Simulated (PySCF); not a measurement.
# A survey of ³³S NMR shifts

Computed data (PySCF 2.14.0 with density-fitted response routines): coordinates at the GFN2-xTB level, GIAO PBE0/pcSseg-1 shieldings. No solvent model, non-relativistic Hamiltonian, one computed conformer, averaged over atoms made equivalent by symmetry, fast rotation or ring inversion.

Shieldings were converted by a linear fit to measured shifts: ³³S: δ = 158.28 − 0.937σ (rms 33.3 ppm, 20 shifts vs sulfate, solution or neat liquid). A few per cent of atoms miss by over 2 rms, more outside the fitted compound classes.

Q: Give the ³³S shifts of `C[S@](=O)C1c2ccccc21`, `O=S(=O)(Cl)c1ccccc1Cl`.

A: 
```csv
compound,environment,δ (ppm)
C[S@](=O)C1c2ccccc21,sulfoxide sulfur,-16
O=S(=O)(Cl)c1ccccc1Cl,sulfonyl sulfur,-5
```

Q: Order these by ³³S shift, lowest first.
A. O=S1(=O)C=C(F)C(C(F)F)=C1
B. CS[C@@H]1C[SiH2][Si@@H]1C#N
C. FC(F)(F)C1=C[P@@H](=S)CC1
D. C=C[P@@]1(=S)C[C@@H]1C(F)(F)F

A: D (-678 ppm, sulfur bonded to P), C (-544 ppm, sulfur bonded to P), B (-316 ppm, sulfide sulfur), A (-19 ppm, sulfone sulfur).
